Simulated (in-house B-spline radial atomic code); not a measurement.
One electron outside the [Ar] 3d10 4s2 4p6 core: Rb

Computed with a B-spline radial code for spherical atoms, no-pair Dirac-Coulomb Hamiltonian, finite nucleus. Rungs: frozen-core Dirac-Hartree-Fock (DHF); Brueckner orbitals from the second-order correlation potential; the same with the Coulomb interaction screened by the core and the hole-particle interaction summed; Breit and QED terms from differences of relaxed Dirac-Fock atoms, where computed. Partial waves beyond l = 6 are extrapolated. The tables show a selection of states; those near core-excited levels, with erratic corrections or far from their DHF start are never shown.

The lowest nd levels tend to come out too strongly bound in this method, by some 0.05 to 0.2 eV for each d electron where measurements exist, which shifts their lines and rates.

Command:
```bash
python run_mb.py task.json out
```
Settings (nuclear radius in fm, box in bohr, cutoff in hartree):
```
basis_form          2
Z                   37
core_configuration  [Ar] 3d10 4s2 4p6
rms_radius          4.2036
mass_number         85
speed_of_light      137.036
box_radius          166.387
lmax                6
intervals           73
virtual_cutoff      2738.0
```

Time taken, with all properties: 3.7 min on 1 thread of Arm Neoverse N1, on a shared host.

Removal energies (cm⁻¹):

| state | DHF | second order | screened | Breit + QED | final | measured |
| --- | --- | --- | --- | --- | --- | --- |
| 5s1/2 | 30571 | 34274 | 33747 | -13.6 | 33733 | 33691 |
| 5p1/2 | 19932 | 21274 | 21140 | -4.58 | 21136 | 21112 |
| 5p3/2 | 19750 | 21023 | 20897 | -1.7 | 20895 | 20874 |
| 4d5/2 | 13113 | ? | ? | ? | ? | ? |
| 4d3/2 | 13100 | ? | ? | ? | ? | ? |
| 6s1/2 | 12884 | 13675 | 13560 | -3.68 | 13556 | 13558 |
| 6p1/2 | 9633 | 10023 | 9983 | -1.61 | 9982 | 9976 |
| 6p3/2 | 9569 | 9943 | 9904 | -0.61 | 9904 | 9898 |
| 5d3/2 | 7405 | 8090 | 8044 | 2.06 | 8046 | - |
| 5d5/2 | 7411 | 8083 | 8041 | 2.28 | 8043 | - |

(1) What does correlation do to 4d3/2?

(2) What does correlation do to 4d5/2?

(3) How much does each rung gain against experiment?

Electric-dipole lines from 5s1/2 (reduced matrix elements in atomic units, length form, static core polarisation, sign of DHF taken positive):

| upper | DHF | + core polarisation | + Brueckner | λ (nm) | A (s⁻¹) |
| --- | --- | --- | --- | --- | --- |
| 5p1/2 | 4.819 | 4.606 | 4.244 | 793.8 | 3.65e+07 |
| 5p3/2 | 6.802 | 6.505 | 5.99 | 778.92 | 3.85e+07 |
| 6p1/2 | 0.3825 | 0.2874 | 0.3107 | 421.02 | 1.31e+06 |
| 6p3/2 | 0.6055 | 0.4717 | 0.5099 | 419.64 | 1.78e+06 |

(4) What radiative lifetime does 6p3/2 get from its electric-dipole decays?

Magnetic hyperfine constants per unit nuclear g factor (MHz, nucleus as a uniformly magnetised ball; they apply to isotopes with nuclear spin):

| state | DHF | + core polarisation | + Brueckner | measured A/g |
| --- | --- | --- | --- | --- |
| 5s1/2 | 1186 | 1436 | 1873 | 1870 |
| 5p1/2 | 129 | 163.3 | 219.9 | 222.8 |
| 5p3/2 | 22.93 | 39.74 | 52.66 | 46.27 |
| 6s1/2 | 316.9 | 382.9 | 437.4 | 441.7 |
| 6p1/2 | 45.35 | 57.02 | 70.94 | 72.28 |
| 6p3/2 | 8.084 | 13.9 | 17.07 | 15.1 |

(5) What is the static scalar polarisability of 5s1/2?

## Answers

(1) It adds 1450 cm⁻¹ to the removal energy in second order and 1349 cm⁻¹ with screening; Breit and QED add 3.44 cm⁻¹, for a final 14452 cm⁻¹ (measured 14335).

(2) It adds 1430 cm⁻¹ to the removal energy in second order and 1336 cm⁻¹ with screening; Breit and QED add 3.74 cm⁻¹, for a final 14453 cm⁻¹ (measured 14336).

(3) Mean relative error over all 8 computed levels with a measured value, shown above or not (NIST Handbook of Basic Atomic Spectroscopic Data (Sansonetti and Martin, J. Phys. Chem. Ref. Data 34, 1559 (2005))): DHF 6.14 %, second order 0.99 %, screened, with Breit and QED where computed, 0.26 %.

(4) The rates to lower computed states sum to 8.75e+06 s⁻¹, a lifetime of 114 ns.

(5) 319.6 bohr³: 9.076 from the core and 310.5 from the valence electron, Pauli blocking included. Recommended: 319.8 bohr³ (Schwerdtfeger and Nagle, table of static dipole polarizabilities (2023 update)).
